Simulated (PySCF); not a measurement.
Input for PySCF: R-HF/STO-3G on H3NSn (SMILES [NH2][SnH]), a point of a bond scan (R = 2.146 Å).

```python
from pyscf import gto, scf, dft, mp
from pyscf.data.elements import chemcore

mol = gto.M(
    atom='''
    Sn   -0.11927895    0.17664945    0.24401699
    H    -0.66332672    1.60696163   -1.26110095
    N     0.67637723   -1.05570039   -1.15735305
    H     0.70027728   -0.86642154   -2.14802155
    H     1.10168186   -1.94472436   -0.94110888
    ''',
    basis='sto-3g',
    charge=0, spin=0, verbose=3, max_memory=1800)
mf = scf.RHF(mol)
mf.conv_tol = 1e-8
mf.max_cycle = 100
mf.kernel()
if not mf.converged:
    mf = mf.newton().run(mf.mo_coeff, mf.mo_occ)
```

The log:

```
converged SCF energy = -6018.69362211391
```

The run converged.

Cost: around 0.3 core-seconds (rough).
